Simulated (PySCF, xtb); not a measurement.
CHClF2, SMILES FC(F)Cl.

Harmonic wavenumbers (cm⁻¹) from xtb with GFN2-xTB at its own minimum, in rising order: 321, 370, 530, 702, 1050, 1067, 1175, 1235, 2898.

What does PBE0-D3(BJ)/def2-SVP (PySCF) give at its own minimum? (An estimate is asked for; the answer gives what the named calculation found.)

372, 419, 616, 821, 1174, 1209, 1328, 1399, 3145. Paired by order, the mean absolute difference is 126 cm⁻¹ and the zero-point energies are 13.4 and 15.0 kcal/mol.
